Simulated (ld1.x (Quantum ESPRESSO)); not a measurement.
**Configuration tests for nitrogen (N) (RRKJ)**

```json
{
 "Element": "N (Z = 7)",
 "Generator": "ld1.x (Quantum ESPRESSO) 7.5",
 "Type": "norm-conserving RRKJ (Kleinman–Bylander form)",
 "Functional": "PBEsol",
 "Relativity": "scalar-relativistic",
 "Frozen core": "[He]",
 "Valence charge": "5",
 "Reference configuration": "2s2 2p3",
 "Partial waves": "2s (bound): rc 0.70 bohr; 2p (bound): rc 1.40 bohr; 3d channel at 0.5 Ry: rc 1.15 bohr",
 "Local potential": "all-electron potential smoothed inside 0.65 bohr (lloc = -1)",
 "Core correction": "none",
 "rho0": "0.001"
}
```

Energies are relative to the spin-unpolarised reference configuration 2s2 2p3; without spin polarisation the order of configurations can differ from experiment.

Question: Give the all-electron excitation energy and the error of the potential for: 2s2 2p2; 2s2 2p1; 2s2 2p0; 2s1 2p3; 2s1 2p0; 2s2 2p2.5; 2s1 2p4.

Answer:

```
valence configuration  charge  ΔE all-electron (eV)  error AE − PS (meV)
              2s2 2p2      +1                13.521                  +10
              2s2 2p1      +2                42.258                 +113
              2s2 2p0      +3                89.143                 +548
              2s1 2p3      +1                25.236                  -13
              2s1 2p0      +4               166.660                +1014
            2s2 2p2.5    +0.5                 5.063                 +1.1
              2s1 2p4       0                11.434                 +4.7
```

Levels in the configuration 2s2 2p2.5:

```csv
level,all-electron (eV),pseudo (eV)
2s,-24.980,-24.984
2p,-13.374,-13.367
```

ld1.x printed “convergence not achieved” for 6 of the counted tests; their residual had stalled under 1e-8, short of the target of 1e-14.
